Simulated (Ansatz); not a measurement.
Input for Ansatz (a first-principles code): R-SVWN5/def2-TZVPP on CH4AlFO (SMILES C[O][AlH][F]), a point of a torsion scan.

Ansatz 0.2 input:
```yaml
crystal:
  periodic: [false, false, false]
  atoms:
    - {symbol: C, position_ang: [-1.17251396, -0.24067706, 0.19772548]}
    - {symbol: O, position_ang: [0.11180045, -0.04519059, -0.32756020]}
    - {symbol: Al, position_ang: [1.62506457, 0.20064370, -0.91057005]}
    - {symbol: F, position_ang: [2.66034782, -0.99481836, -1.37915675]}
    - {symbol: H, position_ang: [-1.91906409, 0.12836893, -0.50878078]}
    - {symbol: H, position_ang: [-1.34650695, -1.30286705, 0.37905695]}
    - {symbol: H, position_ang: [-1.27237681, 0.30413334, 1.13877756]}
    - {symbol: H, position_ang: [2.09779089, 1.61121957, -1.02816675]}
basis:
  gaussian:
    orbitals: def2-TZVPP
hamiltonian:
  xc: {name: SVWN5}
scf: {lower_state_search: off}
```

The head of its log:

```
WARN ansatz: RAYON_NUM_THREADS=1 ignored (pool sized by the plan → 1); use --threads N
Functional definition: SVWN5
these checks for a lower state are left out or cut short: stability, starts, cluster_reference, orbital_swaps, neighbouring_geometries, increment
integrals: 0.09 GiB planned
992 factors; their error is unknown
mean field: 0.65 GiB planned
mean field evaluation 1: about -12386.8250 eV, gradient 7.8e1 eV
mean field evaluation 2: about -12319.8326 eV, gradient 1.9e2 eV
```

### Question
Give the final energy of this run.

### Answer
-455.6175 hartree.
